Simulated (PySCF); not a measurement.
Geometry:
```
atom   x (Å)   y (Å)   z (Å)
  C1   1.142   0.460  -2.833
  C2   1.619  -0.133  -1.886
  C3   2.127  -0.833  -0.745
  C4   1.423  -2.155  -0.323
 Si5   1.156  -0.766   0.872
  C6  -0.413   0.177   0.903
  C7  -0.906   0.721   2.033
  O8  -2.014   1.449   2.180
  C9  -2.783   1.712   1.034
 H10   0.746   0.978  -3.686
 H11   3.222  -0.844  -0.671
 H12   0.599  -2.470  -0.972
 H13   2.097  -2.980  -0.067
 H14   1.929  -0.769   2.142
 H15  -0.930   0.314  -0.051
 H16  -0.405   0.609   3.002
 H17  -3.628   2.333   1.355
 H18  -3.166   0.778   0.585
 H19  -2.197   2.256   0.274
```

Computed data (PySCF 2.14): GIAO HF/pcSseg-1 shieldings, geometry from PBE0-D3(BJ)/def2-SVP. A single conformation, isolated molecule, relativity neglected, fast rotation and ring inversion assumed for equivalent nuclei.

**Question.** List the cross peaks expected in HSQC, COSY and HMBC spectra.

**Answer.** 

HSQC (one-bond C–H):
```csv
δH,δC
6.77 (H16),171.7 (C7)
3.98 (H15),82.8 (C6)
3.44 (H17/H18/H19),50.0 (C9)
2.26 (H10),72.4 (C1)
0.97 (H11),-11.4 (C3)
0.63 (H13),0.1 (C4)
0.48 (H12),0.1 (C4)
```

COSY cross peaks (H two or three bonds apart, from the bond graph; peaks can be absent where the dihedral angle is near 90°):
```csv
δH,δH
6.77 (H16),3.98 (H15)
3.98 (H15),3.40 (H14)
3.40 (H14),0.97 (H11)
3.40 (H14),0.63 (H13)
3.40 (H14),0.48 (H12)
0.97 (H11),0.63 (H13)
0.97 (H11),0.48 (H12)
0.63 (H13),0.48 (H12)
```

HMBC (two and three bonds, from the bond graph):
```csv
δH,δC
6.77 (H16),"82.8 (C6), 50.0 (C9)"
3.98 (H15),"171.7 (C7), 0.1 (C4), -11.4 (C3)"
3.44 (H17/H18/H19),171.7 (C7)
3.40 (H14),"171.7 (C7), 90.2 (C2), 82.8 (C6), 0.1 (C4), -11.4 (C3)"
2.26 (H10),"90.2 (C2), -11.4 (C3)"
0.97 (H11),"90.2 (C2), 82.8 (C6), 72.4 (C1), 0.1 (C4)"
0.63 (H13),"90.2 (C2), 82.8 (C6), -11.4 (C3)"
0.48 (H12),"90.2 (C2), 82.8 (C6), -11.4 (C3)"
```

δ = σ(ref) − σ, references computed at the same level: $^{1}$H, $^{13}$C vs TMS.

Short H···H contacts in this conformer between protons four or more bonds apart (candidates for NOE cross peaks, intensity ∝ r⁻⁶): H15···H19 2.34 Å.

Shifts are as computed. Against solution values, carbons near 30 ppm lie about -0 ppm off and those near 130 ppm about +7 ppm. Of 1211 compounds with measured shifts, 218 miss one by over three times the rms of a fit or turn the order of signals round; such compounds aren't used in these exercises.
